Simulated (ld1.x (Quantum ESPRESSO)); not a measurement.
**In: one change to an RRKJ potential, before and after**

- Element: indium
- Generator: ld1.x (Quantum ESPRESSO) 7.5
- Type: norm-conserving RRKJ (Kleinman–Bylander form)
- Functional: PW91
- Relativity: scalar-relativistic
- Frozen core: [Kr]
- Valence charge: 13
- Reference configuration: 4d10 5s2 5p1
- Partial waves: 5p (bound): rc 2.20 bohr; 4d (bound): rc 1.10 bohr; 4f channel at -0.15 Ry: rc 2.30 bohr; 5s (bound): rc 2.15 bohr
- Local potential: the s channel
- Core correction: a·sin(br)/r model core, default radius (core density twice the valence density)
- rho0: 0.02

All-electron outer shells of the reference configuration (PW91, scalar-relativistic, ld1.x):

```
shell  level (eV)  outermost node (bohr)  outermost maximum (bohr)
   4s     -119.70                   0.41                      0.77
   4p      -78.17                   0.42                      0.82
   4d      -18.67                   0.40                      0.94
   5s       -8.29                   1.02                      2.16
   5p       -2.56                   1.14                      2.85
```

Change: all radii but the core radius scaled by about 1.40 (s 3.02, p 3.08, d 1.54, f 3.22 bohr).

Cutoffs: the cutoffs (Ry, on a coarse ladder) from which the occupation-weighted sum of valence levels, in a spherical-Bessel basis at the reference potential, stays within 10 and 1 mRy of its value at 400 Ry; they do not see the model core or the augmentation charge, which bear on the density cutoff. Errors are all-electron minus pseudo energies relative to the spin-unpolarised reference configuration.

**Question.** What does the change do?

**Answer.** The potential gets softer (140 Ry and 230 Ry → 70 Ry and 80 Ry); of the 7 tests that both files solve, the error grows in 3 and shrinks in 4 by more than 15 % and 0.3 meV (median size 17.0 → 77.3 meV); neither file shows a bound ghost. A larger radius leaves more room for a smooth pseudo-wave, so fewer plane waves are needed.

```tsv
quantity	base	changed
cutoff, loose	140 Ry	70 Ry
cutoff, tight	230 Ry	80 Ry
loose cutoff by channel (10 mRy a level)	p 6 Ry, d 70 Ry, s 8 Ry	p 6 Ry, d 55 Ry, s 6 Ry
bound ghosts	none	none
error for 4d10 5s2 5p0, meV [ΔE 5.42 eV]	-2.4	+0.8
error for 4d10 5s1 5p0, meV [ΔE 24.74 eV]	-17	-4.1
error for 4d10 5s0 5p0, meV [ΔE 53.16 eV]	-69	-158
error for 4d9 5s2 5p2, meV [ΔE 18.30 eV]	-314	-200
error for 4d10 5s2 5p0.5, meV [ΔE 1.96 eV]	-0.7	-0.1
error for 4d10 5s0 5p3, meV [ΔE 12.01 eV]	-11	-77
error for 4d9 5s0 5p0, meV [ΔE 109.64 eV]	-279	-777
```
